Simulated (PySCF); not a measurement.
**Static response to an electric field**

Species: C₂H₆O₃SSi.
Geometry (GFN2-xTB, Å), atoms numbered from 1 in this order:
```xyz
13
C2H6O3SSi angstrom
C     -1.660    0.791    0.633
Si    -0.226    0.060   -0.356
O     -0.827   -1.102   -1.305
S      0.772    1.524   -1.603
C      1.152   -0.642    0.789
O      1.564   -0.146    1.807
O      1.660   -1.782    0.301
H     -2.209    0.012    1.153
H     -2.356    1.309   -0.020
H     -1.304    1.499    1.375
H     -0.293   -1.591   -1.928
H      1.351    2.188   -0.616
H      2.370   -2.120    0.874
```

Level: CAM-B3LYP/def2-SVPD (PySCF), static field, nuclei fixed, core orbitals frozen in the response. The polarisability tensor in these axes (au):

```
x   80.43 -3.08 -0.80
y   -3.08 82.08 -3.78
z   -0.80 -3.78 81.02
```

Diagonalise the tensor; give its mean and Δα, where Δα² is half the sum of the squared differences of the eigenvalues.

Principal values 76.03, 81.45 and 86.04 au; mean 81.17 au = 12.03 Å³ = 13.38 × 10⁻⁴⁰ C²·m²/J; Δα = 8.68 au (11 % of the mean).

What is the dipole moment, and where does it point?

(0.05, -1.26, -0.40) D, 1.32 D in size, pointing from the negative to the positive side. Measured along this direction, the outermost atoms are H10 and H12 at the negative end and H11 at the positive end.

How large is μ²/3kT at 500 K beside α?

In Gaussian units μ²/3kT = 8.47 Å³ against 12.03 Å³, a ratio of 0.70; the Debye molar polarisation (4π/3)N_A(α + μ²/3kT) is 51.7 cm³/mol, leaving out the vibrational part.

Find the Langevin capture rate constant for NH4+ (18.034 u) meeting this molecule (137.981 u), k = 2.342 × 10⁻⁹ cm³/s × √(α in Å³ / reduced mass in u).

The reduced mass is 15.95 u, so k = 2.03 × 10⁻⁹ cm³/s. The formula leaves out the permanent dipole, which adds to the capture rate.

Estimate the molar refractivity from the static electronic polarisability.

Lorentz–Lorenz: R = (4π/3)N_A α = 2.5225 cm³/(mol·Å³) × 12.03 Å³ = 30.3 cm³/mol, in the limit of long wavelengths.

In TDDFT the mean static polarisability is Σ f/ω² over all singlet excitations (ω in hartree). How much of it do the 8 lowest give? Their energies (eV) and oscillator strengths: 4.96, 0.0112; 5.91, 0.0038; 6.35, 0.0336; 6.99, 0.0562; 7.27, 0.0192; 7.30, 0.0282; 7.56, 0.0166; 7.63, 0.1229.

They add up to 4.32 au, 5.3 % of the 81.17 au; the largest single term is 1.56 au, from the state at 7.63 eV. Terms in order: 0.34, 0.08, 0.62, 0.85, 0.27, 0.39, 0.22, 1.56 au. Higher excitations give the rest. The strengths listed sum to 0.292.

What depolarisation ratio follows for Rayleigh scattering of linearly polarised light, taking the static tensor?

ρ = 3Δα²/(45ᾱ² + 4Δα²) = 225.8/(296512 + 301.1) = 0.000761.

The structure is a single GFN2-xTB conformer in the gas phase; no vibrational or solvent corrections.
